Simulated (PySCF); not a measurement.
Numbering as in the mapped SMILES `[BH2:1][C@@H:2]1[CH2:3][C@@H:4]2[CH2:5][CH2:6][CH2:7][C@H:8]12`; H(Xn) means a hydrogen on atom n. Ha(C3) is cis to B1 on the ring; Ha(C5), Ha(C6), Ha(C7) are cis to C2 on the ring; Hb(C3) is trans to B1 on the ring; Hb(C5), Hb(C6), Hb(C7) are trans to C2 on the ring.

- geometry: PBE0-D3(BJ)/def2-SVP
- GIAO CAM-B3LYP/pcSseg-1 shieldings
- run in PySCF 2.14.0 with density-fitted response routines
- rapidly exchanging positions averaged, a single conformation, non-relativistic Hamiltonian, isolated molecule

δ = σ(ref) − σ, references computed at the same level: ¹³C (σ = 182.45 ppm) and ¹H (σ = 31.33 ppm) against TMS; ¹¹B (σ = 99.35 ppm) vs BF3·OEt2.

```
 atoms  nucleus  count  δ (ppm)
Ha(C7)       ¹H      1     2.01
 H(C8)       ¹H      1     3.05
 H(C2)       ¹H      1        ?
Ha(C3)       ¹H      1     1.67
    C5      ¹³C      1     36.6
Ha(C6)       ¹H      1     0.86
 H(B1)       ¹H      2        ?
    C4      ¹³C      1     37.1
    C8      ¹³C      1     45.1
    C3      ¹³C      1     33.1
Hb(C3)       ¹H      1     2.58
    C6      ¹³C      1        ?
Ha(C5)       ¹H      1     1.41
Hb(C6)       ¹H      1        ?
Hb(C5)       ¹H      1     1.33
    B1      ¹¹B      1     93.3
    C7      ¹³C      1     33.0
Hb(C7)       ¹H      1        ?
    C2      ¹³C      1        ?
 H(C4)       ¹H      1     2.36
```

Problem. Fill in the missing shifts.

Solution. 
- C2: 45.3 ppm, sp3 CH bonded to B
- C6: 25.8 ppm, sp3 CH2 in a ring; saturated and bonded to C and H only
- H(B1): 7.63 ppm, hydrogen on a boron bonded to C
- H(C2): 1.65 ppm, hydrogen on an sp3 CH bonded to B
- Hb(C6): 1.51 ppm, hydrogen on an sp3 CH2 in a ring; far from electronegative atoms and π systems
- Hb(C7): 1.19 ppm, hydrogen on an sp3 CH2 in a ring; far from electronegative atoms and π systems

Hydrogens on boron are broadened and split by ¹¹B (spin 3/2, 80 %) and 10B (spin 3). A carbon bonded to boron is broadened by the quadrupolar boron nucleus and is often missing from a measured spectrum. Shifts are as computed, not scaled to solution data. Of 1309 compounds with measured shifts, 239 miss one by over three times the rms of a fit or turn the order of signals round; such compounds aren't used in these exercises.
